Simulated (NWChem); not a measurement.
Program: NWChem. System: H3GaS, charge 1, spin multiplicity 2, at the geometry of a parent with another charge or spin, in a state set for the comparison that need not be this species' ground state. Its SCF solution wasn't tested for a lower state. Level: UPBE0/cc-pVQZ.

Job file:

```
start mol
memory heap 200 mb stack 900 mb global 1100 mb
charge 1
geometry units angstroms nocenter noautoz
  Ga     0.488030     0.542538     0.000000
  H     -0.088156     2.002667     0.000000
  H      1.999277     0.110561     0.000000
  S     -1.055073    -1.053258     0.000000
  H     -0.158864    -2.079790     0.000000
  symmetry group Cs
end
basis spherical
  * library cc-pvqz
end
dft
  xc pbe0
  odft
  mult 2
  semidirect memsize 60000000 filesize 0
  iterations 100
end
task dft energy
```

NWChem printed:

```
             Northwest Computational Chemistry Package (NWChem) 7.3.0
             --------------------------------------------------------

                                NWChem Input Module
                                -------------------

 Scaling coordinates for geometry "geometry" by  1.889725989
 (inverse scale =  0.529177249)

 Turning off AUTOSYM since
 SYMMETRY directive was detected!

                             Geometry "geometry" -> ""
                             -------------------------

 Output coordinates in angstroms (scale by  1.889725989 to convert to a.u.)

  No.       Tag          Charge          X              Y              Z
 ---- ---------------- ---------- -------------- -------------- --------------
    1 Ga                  31.0000     0.48803000     0.54253800     0.00000000
    2 H                    1.0000    -0.08815600     2.00266700     0.00000000
    3 H                    1.0000     1.99927700     0.11056100     0.00000000
    4 S                   16.0000    -1.05507300    -1.05325800     0.00000000
    5 H                    1.0000    -0.15886400    -2.07979000     0.00000000

 Effective nuclear repulsion energy (a.u.)     157.1345975834

            Nuclear Dipole moment (a.u.)
            ----------------------------
        X                 Y               Z
 ---------------- ---------------- ----------------
     0.0000359048    -0.0000226767     0.0000000000

      Symmetry information
      --------------------

 Group name             Cs
 Group number              2
 Group order               2
 No. of unique centers     5

      Symmetry unique atoms

     1    2    3    4    5


 Summary of "ao basis" -> "" (spherical)
 ------------------------------------------------------------------------------
       Tag                 Description            Shells   Functions and Types
 ---------------- ------------------------------  ------  ---------------------
 *                          cc-pvqz                   on all atoms

                                 NWChem DFT Module
                                 -----------------

 Summary of "ao basis" -> "ao basis" (spherical)
 ------------------------------------------------------------------------------
       Tag                 Description            Shells   Functions and Types
 ---------------- ------------------------------  ------  ---------------------
 Ga                         cc-pvqz                 20       68   7s6p4d2f1g
 H                          cc-pvqz                 10       30   4s3p2d1f
 S                          cc-pvqz                 17       59   6s5p3d2f1g

 Summary of "ao basis" -> "ao basis" (spherical)
 ------------------------------------------------------------------------------
       Tag                 Description            Shells   Functions and Types
 ---------------- ------------------------------  ------  ---------------------
 Ga                         cc-pvqz                 20       68   7s6p4d2f1g
 H                          cc-pvqz                 10       30   4s3p2d1f
 S                          cc-pvqz                 17       59   6s5p3d2f1g

      Symmetry analysis of basis
      --------------------------

        a'        142
        a"         75

            General Information
            -------------------
          SCF calculation type: DFT
          Wavefunction type:  spin polarized.
          No. of atoms     :     5
          No. of electrons :    49
           Alpha electrons :    25
            Beta electrons :    24
          Charge           :     1
          Spin multiplicity:     2
          Use of symmetry is: on ; symmetry adaption is: on
          Maximum number of iterations: 100
          AO basis - number of functions:   217
                     number of shells:    67
          Convergence on energy requested:  1.00D-06
          Convergence on density requested:  1.00D-05
          Convergence on gradient requested:  5.00D-04

              XC Information
              --------------
                         PBE0 Method XC Functional
                     Hartree-Fock (Exact) Exchange  0.250
          PerdewBurkeErnzerhof Exchange Functional  0.750
            Perdew 1991 LDA Correlation Functional  1.000 local
           PerdewBurkeErnz. Correlation Functional  1.000 non-local

             Grid Information
             ----------------
          Grid used for XC integration:  medium
          Radial quadrature: Mura-Knowles
          Angular quadrature: Lebedev.
          Tag              B.-S. Rad. Rad. Pts. Rad. Cut. Ang. Pts.
          ---              ---------- --------- --------- ---------
          Ga                  1.30      112          10.0       590
          H                   0.35       45          11.0       434
          S                   1.00       88          11.0       590
          Grid pruning is: on
          Number of quadrature shells:   335
          Spatial weights used:  Erf1

          Convergence Information
          -----------------------
          Convergence aids based upon iterative change in
          total energy or number of iterations.
          Levelshifting, if invoked, occurs when the
          HOMO/LUMO gap drops below (HL_TOL):  1.00D-02
          DIIS, if invoked, will attempt to extrapolate
          using up to (NFOCK): 10 stored Fock matrices.

                    Damping( 0%)  Levelshifting(0.5)       DIIS
                  --------------- ------------------- ---------------
          dE  on:    start            ASAP                start
          dE off:    2 iters        100 iters           100 iters
[...]
  ----- ------------  ---------------      ----- ------------  ---------------
   144      0.297753  4 S  px               133     -0.286288  4 S  s
     6      0.268982  1 Ga s                  5      0.242709  1 Ga s
     4      0.234243  1 Ga s                141      0.225788  4 S  px
   131     -0.202682  4 S  s                138      0.172710  4 S  px
   134     -0.142331  4 S  s                190      0.138954  5 H  s

 Vector   23  Occ=1.000000D+00  E=-5.640183D-01  Symmetry=a'
              MO Center= -1.4D-01, -2.7D-02,  9.2D-16, r^2= 3.7D+00
   Bfn.  Coefficient  Atom+Function         Bfn.  Coefficient  Atom+Function
  ----- ------------  ---------------      ----- ------------  ---------------
   144      0.294068  4 S  px               145      0.226857  4 S  py
   141      0.216234  4 S  px                 6     -0.197800  1 Ga s
   138      0.167196  4 S  px               142      0.166140  4 S  py
    18     -0.162617  1 Ga py                 4     -0.135912  1 Ga s
     5     -0.132160  1 Ga s                 17     -0.126776  1 Ga px

 Vector   24  Occ=1.000000D+00  E=-5.214014D-01  Symmetry=a'
              MO Center=  7.4D-01,  8.2D-01, -8.2D-16, r^2= 2.7D+00
   Bfn.  Coefficient  Atom+Function         Bfn.  Coefficient  Atom+Function
  ----- ------------  ---------------      ----- ------------  ---------------
    17      0.220672  1 Ga px                18     -0.197862  1 Ga py
   101      0.198841  3 H  s                 71     -0.195519  2 H  s
    20      0.181178  1 Ga px                21     -0.170860  1 Ga py
    70     -0.138592  2 H  s                100      0.139136  3 H  s
    14      0.103159  1 Ga px                30     -0.092216  1 Ga d  2

 Vector   25  Occ=0.000000D+00  E=-4.480570D-01  Symmetry=a"
              MO Center= -9.0D-01, -9.5D-01,  3.0D-16, r^2= 1.7D+00
   Bfn.  Coefficient  Atom+Function         Bfn.  Coefficient  Atom+Function
  ----- ------------  ---------------      ----- ------------  ---------------
   146      0.484189  4 S  pz               143      0.322558  4 S  pz
   140      0.280530  4 S  pz               149      0.222258  4 S  pz
    22      0.087907  1 Ga pz                19      0.086967  1 Ga pz
    16      0.061439  1 Ga pz               137      0.048458  4 S  pz
    27      0.041681  1 Ga d -1              29     -0.038737  1 Ga d  1

 Vector   26  Occ=0.000000D+00  E=-2.514616D-01  Symmetry=a"
              MO Center=  3.5D-01,  3.8D-01, -2.6D-14, r^2= 3.6D+00
   Bfn.  Coefficient  Atom+Function         Bfn.  Coefficient  Atom+Function
  ----- ------------  ---------------      ----- ------------  ---------------
    22      0.588032  1 Ga pz                16      0.350589  1 Ga pz
    19      0.332050  1 Ga pz                25      0.203302  1 Ga pz
   149     -0.195613  4 S  pz               146     -0.176940  4 S  pz
    13      0.139799  1 Ga pz               143     -0.127485  4 S  pz
   140     -0.098461  4 S  pz               151      0.051133  4 S  d -1

 Vector   27  Occ=0.000000D+00  E=-2.190456D-01  Symmetry=a'
              MO Center= -4.6D-01, -1.1D+00,  8.5D-15, r^2= 3.6D+00
   Bfn.  Coefficient  Atom+Function         Bfn.  Coefficient  Atom+Function
  ----- ------------  ---------------      ----- ------------  ---------------
   191      0.885264  5 H  s                  6     -0.688850  1 Ga s
   148      0.592306  4 S  py               190      0.540183  5 H  s
   145      0.458256  4 S  py               134     -0.433610  4 S  s
    21      0.194296  1 Ga py               142      0.185572  4 S  py
   144     -0.185911  4 S  px               147     -0.182538  4 S  px

   alpha - beta orbital overlaps
   -----------------------------

   alpha      1      2      3      4      5      6      7      8      9     10
    beta      1      2      3      4      5      6      7     10      8      9
 overlap   1.000  1.000  1.000  1.000  1.000  1.000  1.000  1.000  1.000  1.000

   alpha     11     12     13     14     15     16     17     18     19     20
    beta     11     12     13     14     15     16     18     17     19     20
 overlap   1.000  1.000  1.000  1.000  0.971  1.000  0.978  1.000  0.999  0.974

   alpha     21     22     23     24     25     26     27     28     29     30
    beta     21     22     25     23     24     26     27     28     29     30
 overlap   0.997  0.995  0.992  0.998  1.000  0.993  0.975  0.976  0.932  0.762

   alpha     31     32     33     34     35     36     37     38     39     40
    beta     31     33     32     34     35     36     37     38     39     40
 overlap   0.767  0.986  0.967  0.987  0.908  0.942  0.992  0.990  0.986  0.988

   alpha     41     42     43     44     45     46     47     48     49     50
    beta     41     42     43     44     45     46     48     47     49     50
 overlap   0.920  0.871  0.919  0.962  0.952  0.965  0.995  0.978  0.999  0.989

   alpha     51     52     53     54     55     56     57     58     59     60
    beta     51     52     53     54     55     56     57     58     59     60
 overlap   0.975  0.999  0.965  0.999  0.988  0.999  0.999  0.961  0.961  0.991

   alpha     61     62     63     64     65     66     67     68     69     70
    beta     61     62     63     64     65     66     67     68     69     70
 overlap   0.999  0.991  0.998  0.997  0.997  0.998  0.995  0.971  0.957  0.984

   alpha     71     72     73     74     75     76     77     78     79     80
    beta     72     71     73     74     75     76     77     78     79     80
 overlap   0.966  0.989  0.992  0.988  0.919  0.994  0.880  0.916  0.959  0.998

   alpha     81     82     83     84     85     86     87     88     89     90
    beta     81     83     82     84     85     86     87     88     89     90
 overlap   0.856  0.989  0.851  0.991  0.997  0.945  0.944  0.990  0.999  0.999

   alpha     91     92     93     94     95     96     97     98     99    100
    beta     91     92     93     94     95     96     97     98     99    100
 overlap   0.996  0.997  1.000  0.999  1.000  0.996  0.996  0.956  0.999  0.955

   alpha    101    102    103    104    105    106    107    108    109    110
    beta    101    102    103    104    105    106    107    108    109    110
 overlap   0.997  0.998  0.999  0.999  0.904  0.904  1.000  1.000  1.000  0.999

   alpha    111    112    113    114    115    116    117    118    119    120
    beta    111    112    113    115    114    116    117    118    119    120
 overlap   0.999  0.999  0.999  0.998  0.999  0.998  0.993  0.998  0.999  0.996

   alpha    121    122    123    124    125    126    127    128    129    130
    beta    121    122    123    124    125    127    126    128    129    130
 overlap   0.999  1.000  0.998  0.999  0.999  0.999  0.998  0.997  1.000  0.999

   alpha    131    132    133    134    135    136    137    138    139    140
    beta    131    132    133    134    136    135    139    138    137    140
 overlap   0.999  0.999  0.981  0.990  0.980  0.928  0.892  0.809  0.870  0.778

   alpha    141    142    143    144    145    146    147    148    149    150
    beta    141    142    143    144    145    146    147    148    149    150
 overlap   0.960  0.965  0.994  0.957  0.967  0.836  0.838  0.999  0.994  0.992

   alpha    151    152    153    154    155    156    157    158    159    160
    beta    151    152    153    154    155    156    157    158    159    160
 overlap   0.978  0.996  0.945  0.960  0.996  0.985  0.985  0.999  1.000  1.000

   alpha    161    162    163    164    165    166    167    168    169    170
    beta    161    162    163    164    165    166    167    168    169    170
 overlap   1.000  1.000  1.000  1.000  1.000  1.000  1.000  1.000  1.000  1.000

   alpha    171    172    173    174    175    176    177    178    179    180
    beta    171    172    173    174    175    176    177    178    179    180
 overlap   0.999  0.999  1.000  1.000  1.000  1.000  1.000  1.000  0.998  0.998

   alpha    181    182    183    184    185    186    187    188    189    190
    beta    181    182    183    184    185    186    187    188    189    190
 overlap   1.000  1.000  1.000  1.000  1.000  1.000  1.000  1.000  1.000  1.000

   alpha    191    192    193    194    195    196    197    198    199    200
    beta    191    192    193    194    195    196    197    198    199    200
 overlap   1.000  1.000  1.000  1.000  1.000  0.997  1.000  0.997  1.000  1.000

   alpha    201    202    203    204    205    206    207    208    209    210
    beta    201    202    203    204    205    206    207    208    209    210
 overlap   1.000  1.000  1.000  1.000  1.000  1.000  1.000  1.000  1.000  1.000

   alpha    211    212    213    214    215    216    217
    beta    211    212    213    214    215    216    217
 overlap   1.000  1.000  1.000  1.000  1.000  1.000  1.000

     --------------------------
     Expectation value of S2:
     --------------------------
      <S2> =      0.7557 (Exact =     0.7500)

 center of mass
 --------------
 x =   0.03038418 y =   0.06825758 z =   0.00000000

 moments of inertia (a.u.)
 ------------------
         228.671556861227        -193.182727385202           0.000000000000
        -193.182727385202         200.128463675246           0.000000000000
           0.000000000000           0.000000000000         428.800020536473

     Multipole analysis of the density
     ---------------------------------

     L   x y z        total         alpha         beta         nuclear
     -   - - -        -----         -----         ----         -------
     0   0 0 0      1.000000    -25.000000    -24.000000     50.000000

     1   1 0 0     -0.434748      0.703284     -1.138068      0.000036
     1   0 1 0     -1.075804      0.434424     -1.510205     -0.000023
     1   0 0 1      0.000000     -0.000000      0.000000      0.000000

     2   2 0 0    -18.911297    -63.675854    -59.597490    104.362048
     2   1 1 0      2.253490    -47.740667    -44.150323     94.144480
     2   1 0 1     -0.000000     -0.000000     -0.000000      0.000000
     2   0 2 0    -15.311583    -72.763971    -68.330624    125.783012
     2   0 1 1     -0.000000      0.000000     -0.000000      0.000000
     2   0 0 2    -18.253462    -10.599610     -7.653852      0.000000

 Task  times  cpu:      226.3s     wall:      226.3s

 Total times  cpu:      226.3s     wall:      226.3s
```
